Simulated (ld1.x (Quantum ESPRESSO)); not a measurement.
# Which setting gave this result? (rhenium, TM)

Base potential:

ld1.x (Quantum ESPRESSO) 7.5 input, shortened:

```
&input
   title='Re', zed=75., rel=1, dft='BP', iswitch=3,
   config='[Xe] 4f14 5d5 6s0 6p0'
 /
 &inputp
   pseudotype=2, tm=.true., lloc=-1, rcloc=1.35,
   nlcc=.false.
 /
3
6S  1  0   0.00   0.00  1.20  1.20  0.0
5P  2  1   6.00   0.00  1.15  1.15  0.0
5D  3  2   5.00   0.00  1.65  1.65  0.0
 &test
   configts(1)='5p6 5d5 6s0 6p0'
 /
```

Cutoffs, loose and tight: the cutoffs (Ry, on a coarse ladder) from which the occupation-weighted sum of valence levels, in a spherical-Bessel basis at the reference potential, stays within 10 and 1 mRy of its value at 400 Ry. They do not see the model core or the augmentation charge, which bear on the density cutoff. Test errors are all-electron minus pseudo excitation energies from the reference, over the configurations 5p6 5d5 6s2 6p0; 5p6 5d5 6s1 6p0; 5p6 5d4 6s0 6p0; 5p5 5d5 6s2 6p0; 5p6 5d5 6s0 6p2; 5p6 5d5 6s0 6p1; 5p6 5d3 6s0 6p0; variants that change the core or the reference have their own tests. The largest error is taken over the tests solved by every variant that gives reliable tests at all, those not shown here included: 5p6 5d3 6s0 6p0; 5p6 5d4 6s0 6p0; 5p6 5d5 6s0 6p1; 5p6 5d5 6s0 6p2.

Only the scale of all radii (base = 1) is moved (1 further runs of the sweep failed or gave no value and are left out):

| scale of all radii (base = 1) | cutoff, loose | cutoff, tight | bound ghosts | largest test error (meV) |
| --- | --- | --- | --- | --- |
| 0.77 | 300 Ry | over 300 Ry | s | +303 |
| 0.88 | 160 Ry | 300 Ry | s | +117 |
| 0.92 | 110 Ry | 200 Ry | s | +93 |
| 1.22 | 90 Ry | 120 Ry | s | -87 |
| 1.3 | 60 Ry | 100 Ry | s | -330 |
| 1.39 | 50 Ry | 90 Ry | s | +366 |

**Question.** One more run gave cutoff, loose: 100 Ry; cutoff, tight: 140 Ry; bound ghosts: s; largest test error (meV): -35. Which value of the scale of all radii (base = 1) was used?

**Answer.** 1.14. The loose cutoff moves one way along this sweep, from 300 Ry at 0.77 to 50 Ry at 1.39, which places the run between 0.92 and 1.22.
